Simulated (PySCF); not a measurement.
C5H7O2P.
Bonds: O1–C2, C2–P3, P3–C4, C4–C5 (aromatic), C5–C6 (aromatic), C6–C7 (aromatic), C7–O8 (aromatic), C4–O8 (aromatic). Hydrogens: H9 on O1; H10, H11 on C2; H12 on P3; H13 on C5; H14 on C6; H15 on C7.

The same species was optimised twice, with GFN2-xTB and with PBE0-D3(BJ)/def2-SVP (PySCF), and the same property calculations (PySCF, gas phase) were run on both structures.

```
     coordinate  GFN2-xTB  PBE0-D3(BJ)/def2-SVP  change
      C5–C6 (Å)     1.414                 1.428  +0.014
      O1–C2 (Å)     1.398                 1.388  -0.010
      C4–O8 (Å)     1.352                 1.359  +0.007
      P3–C4 (Å)     1.813                 1.819  +0.006
      C7–O8 (Å)     1.339                 1.345  +0.006
      C4–C5 (Å)     1.371                 1.374  +0.003
      C2–P3 (Å)     1.885                 1.882  -0.003
      C6–C7 (Å)     1.361                 1.364  +0.003
   O1–C2–P3 (°)     113.4                 115.9    +2.5
   C2–P3–C4 (°)      96.7                  97.5    +0.8
   C5–C4–O8 (°)     109.9                 109.0    -0.9
   P3–C4–O8 (°)     116.4                 117.2    +0.8
   C4–O8–C7 (°)     107.3                 108.1    +0.8
   C4–C5–C6 (°)     106.1                 106.6    +0.5
   C5–C6–C7 (°)     106.0                 105.7    -0.3
   C6–C7–O8 (°)     110.8                 110.6    -0.2
O1–C2–P3–C4 (°)        56                    47      -9
C2–P3–C4–C5 (°)       -89                   -79     +10
```

Rotational constants: A = 3306, B = 1189, C = 1063 MHz (GFN2-xTB) against A = 3274, B = 1201, C = 1044 MHz (PBE0-D3(BJ)/def2-SVP). Point groups within 0.08 Å: C1 and C1.

On the GFN2-xTB structure: lowest singlet, TDDFT (eV) 5.51 [CAM-B3LYP/def2-SVPD]; lowest triplet, Tamm–Dancoff (eV) 3.82 [CAM-B3LYP/def2-SVPD]; isotropic polarisability (au) 90.1 [CAM-B3LYP/def2-SVPD]; HOMO (eV) -7.82 [CAM-B3LYP/def2-SVPD]; LUMO (eV) 0.58 [CAM-B3LYP/def2-SVPD]; dipole (D) 1.76 [CAM-B3LYP/def2-SVPD]; HOMO (eV) -6.54 [PBE0/pcSseg-1]; LUMO (eV) -0.38 [PBE0/pcSseg-1]; dipole (D) 1.71 [PBE0/pcSseg-1]; GIAO shielding of O1 (ppm) 289.2 [PBE0/pcSseg-1]; GIAO shielding of C2 (ppm) 123.7 [PBE0/pcSseg-1]; GIAO shielding of P3 (ppm) 388.5 [PBE0/pcSseg-1]; GIAO shielding of C4 (ppm) 32.6 [PBE0/pcSseg-1]; GIAO shielding of C5 (ppm) 59.7 [PBE0/pcSseg-1]; GIAO shielding of C6 (ppm) 68.9 [PBE0/pcSseg-1]; GIAO shielding of C7 (ppm) 33.5 [PBE0/pcSseg-1]; GIAO shielding of O8 (ppm) 16.0 [PBE0/pcSseg-1].

Task: What do these properties become on the PBE0-D3(BJ)/def2-SVP structure?

Result: 
```csv
property,level,on GFN2-xTB,on PBE0-D3(BJ)/def2-SVP,change
"lowest singlet, TDDFT (eV)",CAM-B3LYP/def2-SVPD,5.51,5.55,+0.04
"lowest triplet, Tamm–Dancoff (eV)",CAM-B3LYP/def2-SVPD,3.82,3.86,+0.04
isotropic polarisability (au),CAM-B3LYP/def2-SVPD,90.1,91.0,+0.9
HOMO (eV),CAM-B3LYP/def2-SVPD,-7.82,-7.98,-0.16
LUMO (eV),CAM-B3LYP/def2-SVPD,0.58,0.50,-0.08
dipole (D),CAM-B3LYP/def2-SVPD,1.76,1.69,-0.07
"energy, GFN2-xTB geometry as zero (kcal/mol)",CAM-B3LYP/def2-SVPD,0.0,-1.0,-1.0
HOMO (eV),PBE0/pcSseg-1,-6.54,-6.69,-0.15
LUMO (eV),PBE0/pcSseg-1,-0.38,-0.47,-0.09
dipole (D),PBE0/pcSseg-1,1.71,1.62,-0.09
"energy, GFN2-xTB geometry as zero (kcal/mol)",PBE0/pcSseg-1,0.0,-0.9,-0.9
GIAO shielding of O1 (ppm),PBE0/pcSseg-1,289.2,296.4,+7.2
GIAO shielding of C2 (ppm),PBE0/pcSseg-1,123.7,125.7,+2.0
GIAO shielding of P3 (ppm),PBE0/pcSseg-1,388.5,396.2,+7.7
GIAO shielding of C4 (ppm),PBE0/pcSseg-1,32.6,32.8,+0.2
GIAO shielding of C5 (ppm),PBE0/pcSseg-1,59.7,56.0,-3.7
GIAO shielding of C6 (ppm),PBE0/pcSseg-1,68.9,67.6,-1.3
GIAO shielding of C7 (ppm),PBE0/pcSseg-1,33.5,31.8,-1.7
GIAO shielding of O8 (ppm),PBE0/pcSseg-1,16.0,9.0,-7.0
```

The heavy atoms differ by 0.066 Å rms after alignment. Among bonds between heavy atoms C5–C6 changes most (+0.014 Å). Changes are differences of the printed values. Neither structure is proved a minimum here.

The values belong to the conformer `[OH:1][CH2:2][PH:3][c:4]1[cH:5][cH:6][cH:7][o:8]1`: O1–C2–P3–C4 47°, C2–P3–C4–C5 -79°, H–O1–C2–P3 -53°.
